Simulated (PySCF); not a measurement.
HgBr, SMILES [Hg][Br] (connectivity only; charge and spin as stated), neutral, multiplicity 2. Atoms are numbered in the order given.

```xyz
2

Hg     0.0000     0.0000    -0.7963
Br     0.0000     0.0000     1.8201
```
Charge 0, spin multiplicity 2.

Geometry: B3LYP-D3(BJ)/def2-TZVP. The multiplicity is an assumed one; other spin states were not compared. The def2 effective core potentials stand for the cores of Hg; spin–orbit coupling is left out.

All values below come from PySCF with B3LYP-D3(BJ)/def2-TZVP.

Frequencies are harmonic and unscaled.

### Question
Estimate the vibrational spectrum. (An estimate is asked for; the answer gives what the named calculation found.)

### Answer

| mode | ν (cm⁻¹) | IR (km/mol) | moving atoms (share of kinetic energy) |
|---|---|---|---|
| 1 | 152 | 3.2 | Br 72 %, Hg 28 % |
